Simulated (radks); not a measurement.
Spherical quantum dot in the effective-mass picture: electrons in a parabolic well V = omega^2 r^2 / 2 with omega = 0.584, all in effective atomic units (hartree* = m*/eps^2 hartree, bohr* = eps/m* bohr), one dielectric constant everywhere. Calculated with a radial shooting solver with Libxc functionals: non-relativistic Kohn-Sham, r2SCAN, spin-polarised, spherical densities, generalised Kohn-Sham scheme. Levels are named by radial order and angular momentum (1s, 1p, 1d, 2s, ...), and open shells are averaged over m. Each electron was tried in the lowest free levels, single moves between levels near the top were tried too, and the lowest total energy was kept; such a search can miss a lower state. The series stops at N = 11: beyond it a trial failed or the search could not be trusted, so later rows were left out. At N = 1 the Hartree and exchange-correlation terms need not cancel, so that row can carry a self-interaction error.

N,open shells,2S,mu = E(N) - E(N-1) (hartree*),addition energy mu(N+1) - mu(N) (hartree*),e(HOMO) (hartree*)
1,"1s(up 1, down 0)",1,0.87704,0.5469,1.0790
2,none,0,1.4239,0.8734,1.6136
3,"1p(up 1, down 0)",1,2.2973,0.3286,2.4584
4,"1p(up 2, down 0)",2,2.6259,0.3393,2.7952
5,"1p(up 3, down 0)",3,2.9652,0.4644,3.1346
6,"1p(up 3, down 1)",2,3.4296,0.2943,3.5750
7,"1p(up 3, down 2)",1,3.7239,0.3021,3.8742
8,none,0,4.0260,0.6864,4.1776
9,"1d(up 1, down 0)",1,4.7123,0.2672,4.8455
10,"1d(up 2, down 0)",2,4.9795,0.2679,5.1136
11,"1d(up 3, down 0)",3,5.2474,-,5.3811

All shells are closed at N = 2, 8 (there: 1s2 1p6); the second difference of the energy has clear peaks (12 % above both neighbours; the first and last values, which can be the largest, are not judged, and half-filled shells can peak too) at N = 2, 5, 8.
